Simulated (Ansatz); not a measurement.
Stepwise reaction of `[NH2][Ti]([OH])([OH])[Cl]` with hydrogen chloride, as a gas-phase model of exchange steps in deposition or etching. ΔE in kJ/mol; ΔG adds harmonic PBE0-D4 terms to CCSD(T)/CBS, at 1 bar.

Program: Ansatz. Geometries: PBE0-D4/def2-TZVP. ΔE: electronic, gas phase. CCSD(T)/CBS adds triple-zeta CCSD(T) − MP2 to the extrapolated MP2 energy (def2 sets, frozen cores). This one scheme is used for every species. Functionals use def2-TZVPP. B3LYP here is the variant with VWN-RPA as its local correlation; programs differ in this. For Ti outer-core shells are correlated without core-valence functions, which leaves a few kJ/mol of doubt a bond. Scalar relativity is left out up to krypton. Each species was taken in one conformer, which may not be the lowest.

| step | reaction | PBE-D4 | B3LYP-D4 | ωB97M-V | CCSD(T)/CBS | ΔG(500 K) |
| --- | --- | --- | --- | --- | --- | --- |
| 2 | `[NH2][Ti]([OH])([Cl])[Cl]` + HCl → `[NH2][Ti]([Cl])([Cl])[Cl]` + H₂O | -20.0 | -17.5 | -13.8 | -22.7 | -16.7 |

Give the row of step 1, `[NH2][Ti]([OH])([OH])[Cl]` + HCl → `[NH2][Ti]([OH])([Cl])[Cl]` + H₂O. (An estimate is asked.)

The calculation gave: 
```json
{"step": "1", "reaction": "`[NH2][Ti]([OH])([OH])[Cl]` + HCl → `[NH2][Ti]([OH])([Cl])[Cl]` + H₂O", "PBE-D4": "-33.0", "B3LYP-D4": "-32.1", "ωB97M-V": "-30.2", "CCSD(T)/CBS": "-36.1", "ΔG(500 K)": "-34.3"}
```

By hand: ΔE of the 2 steps together at CCSD(T)/CBS.

(-36.1) + (-22.7) = -58.8 kJ/mol, or -29.4 kJ/mol a step.

In ΔE each step is higher than the one before. All are downhill at CCSD(T)/CBS. ΔG lies between -34.3 and -16.7 kJ/mol a step. PBE-D4 differs from CCSD(T)/CBS by 2.7 to 3.1 kJ/mol a step. Isolated molecules leave out the surface, adducts and barriers. Largest T1 diagnostic: 0.025.
